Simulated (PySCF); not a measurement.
CH4OZn (SMILES [CH3][Zn][OH]), singlet, at a GFN2-xTB geometry (such geometries of metal compounds can be far from the true shape). Base run: CAMB3LYP/def2-SVP run with PySCF.

PySCF was given this input:
```python
from pyscf import gto, scf, dft

mol = gto.M(
    atom='''
Zn   -0.017256    0.014696    0.176109
C    -0.169991    1.585298   -1.038686
H    -0.894382    2.312936   -0.697578
H    -0.478570    1.232777   -2.016775
H     0.783222    2.088236   -1.145615
O     0.232777   -1.667910    0.450131
H     0.265150   -2.243340    1.207772
''',
    basis='def2-svp',
    charge=0,
    spin=0,
    verbose=5,
)

mf = dft.RKS(mol)
mf.xc = 'camb3lyp'
mf.kernel()
```

Variants of this job, named by their change:

```tsv
change	ΔE vs base (mEh)	fitting functions	dipole (D)	outcome
base	0.000	-	1.95	converged
auxbasis = cc-pvtz-ri	-	-	-	input refused
auxbasis = def2-svp-ri	-10039.5	295	1.95	converged
auxbasis = def2-tzvp-ri	-8383.6	397	1.96	converged
auxbasis = def2-universal-jfit	2485.4	231	1.95	converged
auxbasis = cc-pvtz-jkfit	-	-	-	input refused
auxbasis = cc-pvdz-jkfit	-	-	-	input refused
auxbasis = default (with mf = mf.density_fit())	-0.040	488	1.95	converged
only_dfj = on; auxbasis = def2-universal-jfit	-0.208	231	1.95	converged
auxbasis = even-tempered beta=1.6	0.010	1013	1.95	converged
```

A fitting set is made for a task (jfit for Coulomb, jkfit for Coulomb and exchange, ri for correlation) and for a family of orbital bases.

- auxbasis = cc-pvtz-ri: ended with `pyscf.lib.exceptions.BasisNotFoundError: Basis set not found for Zn in cc-pvtz-ri`
- auxbasis = cc-pvtz-jkfit: ended with `pyscf.lib.exceptions.BasisNotFoundError: Basis set not found for Zn in cc-pvtz-jkfit`
- auxbasis = cc-pvdz-jkfit: ended with `pyscf.lib.exceptions.BasisNotFoundError: Basis set not found for Zn in cc-pvdz-jkfit`
